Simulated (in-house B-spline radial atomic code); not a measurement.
Values are calculated unless marked as measured or tabulated.
Weak and strong correlation along the adiabatic connection

Two-electron singlets in several external potentials (atomic units), by full CI in B-splines with partial waves to l = 8 (correlation energies up to 0.6 % small). The repulsion is scaled by λ at fixed density; W(λ) is the mean repulsion less the Hartree energy, W(0) = E_x, and the area under W from 0 to 1 is E_xc.

One system gave this curve:

| λ | W (hartree) |
| --- | --- |
| 0 | -4.4209 |
| 0.02 | -4.4229 |
| 0.05 | -4.4257 |
| 0.12 | -4.4324 |
| 0.25 | -4.4447 |
| 0.4 | -4.4587 |
| 0.6 | -4.477 |
| 0.8 | -4.495 |
| 1 | -4.5126 |
| 1.4 | -4.5467 |
| 2 | -4.5955 |
| 3 | -4.6708 |
| 4.5 | -4.7715 |
| 7 | -4.9129 |
| 10 | -5.0494 |

Which system is it?
A. −Z/r, Z = 1.55, wall at 1.99 bohr
B. −Z exp(−kr)/r, Z = 1.56, k = 0.272
C. −Z exp(−kr)/r, Z = 8.46, k = 3.5
D. −Z exp(−kr)/r, Z = 3.7, k = 0.445

C. The exchange energy sets the size: −Z exp(−kr)/r, Z = 8.46, k = 3.5: E_x = -4.42, E_c = -0.0466; −Z exp(−kr)/r, Z = 3.7, k = 0.445: E_x = -2.06, E_c = -0.044; −Z/r, Z = 1.55, wall at 1.99 bohr: E_x = -1.11, E_c = -0.0413; −Z exp(−kr)/r, Z = 1.56, k = 0.272: E_x = -0.703, E_c = -0.0421 hartree.
